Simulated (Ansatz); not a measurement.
C₈H₂₀Si, SMILES `CC(C)[Si](C)(C)C(C)C`, relaxed with RKS PBE-D4/def2-SVP in Ansatz from a rough embedded geometry. The force threshold is 0.03 eV/Å; the program also tests the step.

The species carries charge 0 and has multiplicity 1.

Start:

```xyz
29

C     0.452   -2.350    0.882
C     1.239   -1.045    0.512
C     2.530   -1.390   -0.222
Si    0.081    0.211   -0.564
C    -0.468   -0.599   -2.086
C     1.066    1.781   -0.844
C    -1.481    0.615    0.574
C    -1.106    1.210    1.932
C    -2.423    1.525   -0.136
H     1.165   -2.990    1.508
H     0.184   -2.917    0.049
H    -0.374   -2.110    1.502
H     1.560   -0.482    1.460
H     2.329   -1.944   -1.172
H     3.090   -0.515   -0.502
H     3.200   -2.047    0.334
H    -1.025   -1.496   -1.905
H     0.434   -0.908   -2.695
H    -1.074    0.063   -2.683
H     1.956    1.563   -1.444
H     0.430    2.519   -1.329
H     1.367    2.224    0.082
H    -1.979   -0.294    0.737
H    -0.455    0.522    2.536
H    -0.599    2.134    1.843
H    -1.969    1.380    2.574
H    -3.357    1.675    0.492
H    -2.760    1.122   -1.107
H    -2.014    2.542   -0.328
```

(1) How much energy does the relaxation release, and in how many steps? (Estimate.)

(2) Which bonds change most? (An estimate is asked.)

(3) Give the relaxed structure. (Estimate.)

## Answers

(1) Computed: 69.83 kJ/mol, in 5 steps.

(2) Ansatz gave: C2–Si4 from 2.019 to 1.919 Å; Si4–C5 from 1.809 to 1.897 Å; C1–H11 from 1.043 to 1.111 Å; C7–H23 from 1.050 to 1.115 Å.

(3) The calculation gave: 
```xyz
29

C     0.478   -2.298    0.940
C     1.227   -1.027    0.511
C     2.509   -1.367   -0.266
Si    0.098    0.182   -0.460
C    -0.439   -0.616   -2.096
C     1.058    1.777   -0.827
C    -1.457    0.591    0.587
C    -1.089    1.156    1.968
C    -2.426    1.522   -0.159
H     1.134   -2.977    1.528
H     0.123   -2.876    0.060
H    -0.410   -2.074    1.566
H     1.524   -0.473    1.432
H     2.281   -1.906   -1.211
H     3.091   -0.462   -0.535
H     3.180   -2.026    0.327
H    -1.050   -1.526   -1.923
H     0.440   -0.910   -2.706
H    -1.046    0.085   -2.704
H     1.930    1.579   -1.482
H     0.418    2.522   -1.343
H     1.437    2.246    0.105
H    -1.973   -0.386    0.739
H    -0.449    0.462    2.551
H    -0.537    2.116    1.879
H    -1.995    1.360    2.579
H    -3.344    1.715    0.439
H    -2.750    1.100   -1.132
H    -1.963    2.511   -0.365
```
